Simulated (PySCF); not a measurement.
F5Sb. Atoms are numbered in the order given.

```xyz
6

Sb     0.0000     0.0000     0.0000
F      0.0000     0.0000     1.8937
F      0.0000     0.0000    -1.8937
F      1.8840     0.0000     0.0000
F     -0.9420     1.6316     0.0000
F     -0.9420    -1.6316     0.0000
```

Geometry optimised at PBE0-D3(BJ)/def2-SVP. The isomer is the one that the SMILES or the coordinates give; other isomers of the formula were not compared. The def2 effective core potentials stand for the cores of Sb; spin–orbit coupling is left out.

All values below come from HF/def2-TZVP run with PySCF.

ESP charges are fitted to the potential on shells at 1.4 to 2.0 van der Waals radii. Atomic charges (e):

```
atom  Löwdin  ESP fit
----  ------  -------
Sb1      [?]     1.85
F2       [?]    -0.40
F3       [?]    -0.40
F4       [?]    -0.35
F5       [?]    -0.35
F6       [?]    -0.35
```

**Question.** What belongs in the gaps? (The exact figures need the calculation; the answer reports its results.)

**Answer.** 
- Sb1, Löwdin: 1.32
- F2, Löwdin: -0.27
- F3, Löwdin: -0.27
- F4, Löwdin: -0.26
- F5, Löwdin: -0.26
- F6, Löwdin: -0.26
